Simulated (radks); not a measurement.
Values are calculated unless marked as measured or tabulated.
Q: Ionisation of Li, [He] 2s1, to Li+, [He], under several functionals. Dirac Kohn-Sham, spin-unpolarised, spherical densities, finite nucleus; a radial shooting solver on a logarithmic mesh with Libxc functionals. The NIST Atomic Spectra Database gives 5.392 eV (measured). Rank these functionals by the error of their Delta-SCF ionisation energy: RPBE; OLYP; SOGGA; exchange-only LDA; LDA (Slater exchange, Perdew-Wang correlation); revPBE; BLYP.

A: From best to worst: RPBE 5.390 eV (-0.002); OLYP 5.406 eV (+0.014); revPBE 5.326 eV (-0.065); BLYP 5.322 eV (-0.070); LDA (Slater exchange, Perdew-Wang correlation) 5.237 eV (-0.155); SOGGA 5.135 eV (-0.257); exchange-only LDA 4.524 eV (-0.868). Spin polarisation and multiplet splitting are left out, so open shells lie too high by an amount that depends on their filling.

Beside tabulated values, note that spin-unpolarised runs miss the spin-polarisation part of the exchange energy of open shells.
